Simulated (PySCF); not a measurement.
Successive ionisation energies of one element at GMP2 (screened spin-orbit), starting from the ion with 34 electrons. Calculated with PySCF 2.14, two-component X2C-1e (Gaussian nucleus, no Breit or QED terms), each ion in its own even-tempered basis; GMP2 freezes the deep shells of the larger ions and drops the highest virtual spinors; eV.

2107.3, 2163.6, 2331.0, 2393.8, 2538.6, 2601.3, 4376.9, 4503.5, 4638.1, 4781.5, 4918.4, 5053.9

(1) Which element is it?

## Answers

(1) Osmium (Os, Z = 76); the list starts at Os⁴²⁺. The hydrogenic estimate 13.606 eV × (q + 1)²/n² with q = 42 and n = 4 gives 1572.3 eV for the first entry, a lower bound because the other electrons screen the nucleus only in part.
